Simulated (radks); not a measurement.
O VI, 3 electrons, occupied as [He] 2s1. All-electron calculation, scalar-relativistic Kohn-Sham, PBEsol, spin-polarised, spherical densities, finite nucleus; open shells are filled with parallel spins first; Fermi nuclear charge, rms radius 2.6991 fm. Program: a radial shooting solver on a logarithmic mesh with Libxc functionals.

Normalised radial functions P(r) = r R(r), r in bohr:

| r | 1s up |
|---|---|
| 0.01249 | 0.4909 |
| 0.01374 | 0.5349 |
| 0.01513 | 0.5822 |
| 0.01679 | 0.6374 |
| 0.01848 | 0.6921 |
| 0.02034 | 0.7505 |
| 0.02239 | 0.8125 |
| 0.02484 | 0.8840 |
| 0.02735 | 0.9536 |
| 0.0301 | 1.0268 |
| 0.03314 | 1.1031 |
| 0.03677 | 1.1889 |
| 0.04047 | 1.2706 |
| 0.04455 | 1.3539 |
| 0.04904 | 1.4380 |
| 0.05441 | 1.5289 |
| 0.0599 | 1.6113 |
| 0.06593 | 1.6910 |
| 0.07258 | 1.7663 |
| 0.08053 | 1.8409 |
| 0.08864 | 1.9012 |
| 0.09758 | 1.9514 |
| 0.1074 | 1.9893 |
| 0.1192 | 2.0141 |
| 0.1312 | 2.0198 |
| 0.1444 | 2.0073 |
| 0.159 | 1.9753 |
| 0.1764 | 1.9175 |
| 0.1942 | 1.8426 |
| 0.2137 | 1.7476 |
| 0.2352 | 1.6338 |
| 0.261 | 1.4922 |
| 0.2873 | 1.3478 |
| 0.3163 | 1.1944 |
| 0.3482 | 1.0367 |
| 0.3863 | 0.8665 |
| 0.4252 | 0.7154 |
| 0.4681 | 0.5746 |
| 0.5152 | 0.4480 |
| 0.5717 | 0.3298 |
| 0.6293 | 0.2394 |
| 0.6927 | 0.1669 |
| 0.7625 | 0.1112 |
| 0.8461 | 0.0678 |
| 0.9314 | 0.0406 |
| 1.025 | 0.0229 |
| 1.128 | 0.0121 |
| 1.252 | 0.0056 |
| 1.378 | 0.0025 |
| 1.517 | 0.0010 |
| 1.67 | 0.0004 |
| 1.853 | 0.0001 |
| 2.04 | 0.0000 |
| 2.245 | 0.0000 |
| 2.472 | 0.0000 |
| 2.743 | 0.0000 |
| 3.019 | 0.0000 |

1s up: eigenvalue -653.56 eV, 0 radial nodes, <r> = 0.198 bohr, 90 % of the charge inside 0.355 bohr.
